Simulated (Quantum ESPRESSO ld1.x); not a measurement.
Values are calculated unless marked as measured or tabulated.
All-electron atom: the tellurium ion Te+ in [Kr] 4d10 5s2 5p3. Level of theory: scalar-relativistic Kohn-Sham, PW91, spin-unpolarised, spherical densities, point nucleus (ld1.x of Quantum ESPRESSO 7.5). Some entries of the table are withheld. Estimate them.

orbital,occ.,eigenvalue (eV),<1/r> (bohr^-1),r(max) (bohr)
1s,2,-31642.2,55.58,0.018
2s,2,(1),12.72,(2)
2p,6,-4364.11,12.19,0.081
3s,2,-974.437,4.544,0.292
3p,6,(3),(4),0.287
3d,10,-569.352,4.088,0.237
4s,2,-173.474,(5),0.698
4p,6,-123.500,1.664,0.738
4d,10,-50.7303,1.370,0.813
5s,2,-23.5316,0.6396,1.78
5p,3,-13.7476,0.5170,2.11

Answer. 
(1) 2s eigenvalue (eV): -4860.14
(2) 2s r(max) (bohr): 0.102
(3) 3p eigenvalue (eV): -813.207
(4) 3p <1/r> (bohr^-1): 4.323
(5) 4s <1/r> (bohr^-1): 1.823
